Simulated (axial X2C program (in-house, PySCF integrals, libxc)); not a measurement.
**Spin–orbit effects down a group: molecules with Rh (ions), PBE0**

All values come from calculations with an in-house all-electron X2C program for linear molecules (integrals from PySCF), spin-free (one-electron X2C) or two-component (2c: spin–orbit coupling with atomic mean-field Coulomb and Gaunt terms, which also bring small scalar terms), in Dyall basis sets with cores contracted in-house; open shells are unrestricted.

Basis sets: H dyall-av3z, Li dyall-av3z, Na dyall-av3z, Rh dyall-acv3z.

```csv
molecule,spin-free state,Re (Å),ωe (cm⁻¹),De (eV),2c state,Re 2c (Å),ωe 2c (cm⁻¹),De 2c (eV)
RhH⁻,"M_S = 1/2, Λ = 2",1.543,1983.5,2.89,Ω = 5/2,1.543,1979.7,n/a
LiRh⁻,"M_S = 1/2, Λ = 2",2.274,346.9,1.34,Ω = 5/2,2.277,338.1,n/a
NaRh⁻,"M_S = 3/2, Λ = 2",2.961,136.9,0.98,Ω = 7/2,2.961,136.9,n/a
```

Question: Work out the shifts from the spin-free to the two-component result.

Answer: 

```tsv
molecule	2c state	ΔRe (Å)	Δωe (cm⁻¹)	ΔDe (eV)
RhH⁻	Ω = 5/2	0.000	-3.8	n/a
LiRh⁻	Ω = 5/2	0.003	-8.8	n/a
NaRh⁻	Ω = 7/2	0.000	0.0	n/a
```

Shifts of one unit in the last digit are rounding.

Fragments in 2c: Rh- + H, Rh- + Li, Rh- + Na. Each entry is the lowest single determinant of a limited PBE0 search at one distance. De goes to single-determinant-based atoms at the same level (for ions the charge split of lowest energy) and is withheld (n/a) where an atom does not fit its ground term or J level. Main or longest-lived isotopes. One determinant is a doubtful description, or other states lie close, for RhH⁻, LiRh⁻, NaRh⁻; these need not be ground states, and all values refer to the states named. With several unpaired electrons the Ω given is that of one determinant, not necessarily of the lowest component. The functionals have no current term, which raises determinants with orbital currents. Where the atoms have a lower orbital projection than the molecule, De at mean-field level may be about a tenth of an eV too small.
